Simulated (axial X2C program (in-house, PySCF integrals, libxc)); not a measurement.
KV: from the spin-free to the two-component result

Computed with an in-house relativistic program for diatomic molecules. Spin-free means the one-electron spin-free X2C Hamiltonian; two-component (2c) means X2C with spin–orbit coupling and atomic mean-field two-electron Coulomb and Gaunt terms, so the difference of the two also holds small scalar two-electron terms. Basis: V dyall-cv3z [10s10p6d4f2g], K dyall-cv3z [11s12p6d3f] (cores contracted in-house); Gaussian nuclei, density fitting, unrestricted open shells. Masses: V 50.944 u, K 38.964 u.

Spin-free state: M_S = 2, Λ = 0 (beyond evenly filled blocks: π+α, π-α, δ+α, δ-α); fragments V + K.

```
level  Re (Å)  ωe (cm⁻¹)  μ (D)
 PBE0   3.433      106.1   4.68
TPSSh   3.431      107.0   5.23
```

Dipoles are positive if K is the positive end.

Two-component determinant lowest at the distance of the search:

Ω = 2 (⟨Sz⟩ = 2.00, ⟨Lz⟩ = 0.00 at PBE0); fragments V + K.

```tsv
level	Re (Å)	ωe (cm⁻¹)	μ (D)
PBE0	3.434	106.0	4.67
TPSSh	3.431	107.0	5.22
```

**Question.** From the two tables, how do the constants change at the PBE0 level (2c against spin-free)?

**Answer.** At the PBE0 level Re is unchanged within 0.001 Å and ωe doesn't move by more than 0.2 cm⁻¹.

One determinant describes the state; a PBE0 search over occupations chose it and may have missed a lower one. De is not given where an atomic determinant may have missed its ground term or J level, or where the truncated virtual space spoils (T). Density functionals use the spin component along the axis (collinear). Without a current term, density functionals place determinants with orbital angular momentum somewhat too high. With several unpaired electrons one determinant need not be a pure state. Open-shell Ω = 0 determinants with evenly filled partner blocks cannot be reached by this program, so the Ω shown need not be the lowest component. The determinant is spin-polarised beyond a pure state at some levels (its spin-free form has ⟨S²⟩ too high), which makes Re and μ there less reliable. Under one Hamiltonian the search converged a single determinant, so lower ones may well exist.
